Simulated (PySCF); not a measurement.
C5H5N3O.
Numbering: `[OH:1]/[CH:2]=[CH:3]/[c:4]1[n:5][cH:6][n:7][cH:8][n:9]1` (hydrogens: H10 on O1; H11 on C2; H12 on C3; H13 on C6; H14 on C8)

A GFN2-xTB structure was refined with PBE0-D3(BJ)/def2-SVP geometry optimisation, gas phase (PySCF). Its GFN2-xTB values:

| coordinate | GFN2-xTB |
| --- | --- |
| O1–C2 | 1.332 Å |
| O1–H10 | 0.969 Å |
| C2=C3 | 1.340 Å |
| C2–H11 | 1.081 Å |
| C3–C4 | 1.439 Å |
| C3–H12 | 1.081 Å |
| C4–N5 | 1.339 Å |
| N5–C6 | 1.315 Å |
| C6–N7 | 1.324 Å |
| C6–H13 | 1.084 Å |
| O1–C2–C3 | 126.1° |
| C2–C3–C4 | 122.2° |
| C3–C4–N5 | 117.3° |
| C3–C4–N9 | 119.4° |
| C4–N5–C6 | 115.5° |
| N5–C4–N9 | 123.3° |
| N5–C6–N7 | 125.8° |
| C6–N7–C8 | 114.2° |

Question: How do these coordinates change at the PBE0-D3(BJ)/def2-SVP level?

Answer: 
| coordinate | PBE0-D3(BJ)/def2-SVP (Å or °) | change |
| --- | --- | --- |
| C6–H13 | 1.098 | +0.014 |
| C2–H11 | 1.094 | +0.013 |
| C3–H12 | 1.093 | +0.012 |
| C3–C4 | 1.449 | +0.010 |
| N5–C6 | 1.325 | +0.010 |
| C2=C3 | 1.348 | +0.008 |
| C6–N7 | 1.330 | +0.006 |
| C4–N5 | 1.343 | +0.004 |
| O1–C2 | 1.328 | -0.004 |
| O1–H10 | 0.966 | -0.003 |
| C6–N7–C8 | 113.8 | -0.4 |
| N5–C6–N7 | 126.2 | +0.4 |
| O1–C2–C3 | 126.4 | +0.3 |
| C4–N5–C6 | 115.2 | -0.3 |
| C2–C3–C4 | 122.0 | -0.2 |
| C3–C4–N9 | 119.2 | -0.2 |
| N5–C4–N9 | 123.4 | +0.1 |
| C3–C4–N5 | 117.4 | +0.1 |

The energy falls by 0.64 kcal/mol over 5 energy and gradient evaluations, the largest force component goes from 0.0135 to 2.6e-04 Eh/bohr, and the atoms move by 0.016 Å rms after alignment. Among the bonds, C2–H11, C6–H13 and C8–H14 change most and about equally (+0.013 to +0.014 Å). Bonds longer at the end by more than 0.005 Å: 10 of 14; shorter: 0. Rotational constants go from 5734, 942.9, 809.8 to 5676, 935.4, 803.0 MHz.

The run used 151 basis functions and 36 SCF cycles in all.

No PBE0-D3(BJ)/def2-SVP frequencies stand behind this structure, so it isn't proved a minimum. The numbers are those of one conformer.

Shape of the structure used: `[OH:1]/[CH:2]=[CH:3]/[c:4]1[n:5][cH:6][n:7][cH:8][n:9]1`: C2–C3–C4–N5 180°, H–O1–C2–C3 0°.
